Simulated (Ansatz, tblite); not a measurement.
Cost and result up the ladder for the cluster Ag₂O⁻ (3 atoms). The state is a doublet with charge -1. Geometry: PBE-D4/def2-TZVPD.

```xyz
3

Ag    1.304   -0.184   -0.745
Ag   -1.019    1.059    0.357
O    -0.284   -0.876    0.388
```

Ansatz on 4 threads of Arm Neoverse V1 on a shared host; xTB runs through tblite on one thread. Times are rough, summed over both states, and most runs start from the orbitals of an earlier one. B2PLYP/def2-TZVPD serves as the yardstick here, not as an exact answer. The other state is a quartet at its own geometry.

In the def2 sets Ag takes a core potential; there is no spin–orbit coupling. The xTB rows come from tblite. B3LYP takes the VWN-RPA correlation. HSE06 is defined as in plane-wave codes, on full-range PBE exchange. Correlated methods freeze 1 core orbital; core or outer-core shells of Ag are correlated, in sets that lack core-valence functions. The structure comes from a short search, and lower isomers may exist.

Run but left out: HF/def2-TZVPD, MP2/def2-TZVPD, CCSD/def2-TZVPD, CCSD(T)/def2-TZVPD (doublet: ⟨S²⟩ 1.71, where a pure state has 0.75).

Correlated methods converge slowly with the basis.

xTB has no spin-polarisation term.

```tsv
level	functions	wall time
GFN1-xTB	22	0.004 s
GFN2-xTB	22	0.006 s
PBE-D4/def2-TZVPD	120	3.4 s
B3LYP-D4/def2-TZVPD	120	4.7 s
HSE06-D4/def2-TZVPD	120	4.7 s
RPA@PBE/def2-TZVPD	120	6.8 s
r2SCAN-D4/def2-TZVPD	120	9 s
B2PLYP/def2-TZVPD	120	9.5 s
PBE0-D4/def2-TZVPD	120	14 s
r2SCAN0-D4/def2-TZVPD (with forces)	120	17 s
```

Estimate what each level gives for the quartet − doublet (eV).


```csv
level,quartet − doublet (eV),difference from B2PLYP/def2-TZVPD (eV),remarks
GFN1-xTB,2.87,1.77,–
GFN2-xTB,2.26,1.16,–
PBE-D4/def2-TZVPD,1.23,0.13,"HOMO above zero (doublet), HOMO above zero (quartet)"
B3LYP-D4/def2-TZVPD,0.94,-0.16,"HOMO above zero (doublet), HOMO above zero (quartet)"
HSE06-D4/def2-TZVPD,0.83,-0.27,"HOMO above zero (doublet), HOMO above zero (quartet)"
RPA@PBE/def2-TZVPD,1.19,0.08,–
r2SCAN-D4/def2-TZVPD,0.87,-0.23,"HOMO above zero (doublet), HOMO above zero (quartet)"
B2PLYP/def2-TZVPD,1.10,0.00,–
PBE0-D4/def2-TZVPD,0.80,-0.30,"HOMO above zero (doublet), HOMO above zero (quartet)"
r2SCAN0-D4/def2-TZVPD (with forces),0.49,-0.61,HOMO above zero (doublet)
```
